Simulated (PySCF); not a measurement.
# Working out the excitation energy of Be

Be [He] 2s2 (1S) → Be [He] 2s1 3d1 (3D). Calculation: PySCF 2.14, in aug-cc-pCVTZ-DK; scalar relativity by spin-free X2C-1e. Frozen: nothing. Energies in hartree (1 hartree = 27.21139 eV):

```tsv
part	Be (lower)	Be (upper)
UHF	-14.575388	-14.282693
CCSD correlation	-0.089096	-0.051074
(T)	-0.000445	-0.000133
```

Q: What does Hartree-Fock give?

A: (-14.282693) − (-14.575388) = 0.292695 hartree = 7.965 eV.

Q: What do CCSD and CCSD(T) give?

A: The CCSD correlation energies differ by 0.038022 hartree = 1.035 eV and the triples by 0.000312 hartree = 0.008 eV, so CCSD gives 9.000 eV and CCSD(T) 9.008 eV.
